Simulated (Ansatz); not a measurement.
Program: Ansatz 0.2.0.

A structure relaxed at PBE0-D4/def2-TZVP, charge 0, multiplicity 1:

```xyz
12

C     1.108    1.126    0.651
Si   -0.581    0.617    0.045
C    -0.752   -1.256    0.000
S     0.423   -2.013   -1.157
H     1.887    0.677    0.032
H     1.222    2.212    0.618
H     1.263    0.801    1.683
H    -0.815    1.118   -1.340
H    -1.645    1.181    0.926
H    -0.497   -1.669    0.979
H    -1.772   -1.574   -0.228
H     0.160   -1.219   -2.209
```

(1) Give its formula and SMILES.

(2) Summarise the bond lengths by kind.

Results:

(1) C2H8SSi, `C[SiH2]CS`.

(2) 2 × C–Si 1.865 to 1.881 Å; 5 × C–H 1.092 to 1.094 Å; 2 × H–Si 1.491 to 1.492 Å; 1 × C–S 1.814 Å; 1 × H–S 1.343 Å.
